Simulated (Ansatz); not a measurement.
**Strength of the C–In bond: In(CH3)2(OH) → In(CH3)(OH) + CH3**

Species: In(CH3)2(OH), singlet; In(CH3)(OH), doublet; CH3 (methyl radical) `[CH3]`, doublet. 

Shapes, held fixed at every level: PBE0-D4/def2-TZVP. Flexible molecules stand in one conformer, not always the lowest. Programs: Ansatz 0.2.0. Electronic energies: no zero-point or thermal term.

```tsv
level	kind	ΔE (kJ/mol)	less CCSD(T)/def2-TZVPP
HF/def2-SVP	Hartree–Fock	+163.7	-109.5
B3LYP-D4/def2-TZVPP	global hybrid	+246.2	-27.0
BHLYP-D4/def2-TZVPP	global hybrid	+245.6	-27.6
r2SCAN0-D4/def2-TZVPP	global hybrid	+244.2	-29.0
MP2/def2-SVP	perturbation theory	+272.3	-0.9
CCSD(T)/def2-SVP	coupled cluster or CI	+258.0	-15.2
CCSD/def2-TZVPP	coupled cluster or CI	+263.9	-9.3
CCSD(T)/def2-TZVPP	coupled cluster or CI	+273.2	0.0
```

The highest level, CCSD(T)/def2-TZVPP, gives ΔE = +273.2 kJ/mol; the levels span +163.7 to +273.2. The column of differences is taken from that level and isn't an error. Hartree–Fock misses the correlation of the pair that is broken and comes out low. No measured value is set beside it here. Open shells run unrestricted unless RO is named. For atoms past krypton def2 sets carry core potentials with scalar relativity. Correlated rows may include outer-core shells of In, which these sets cover unevenly.
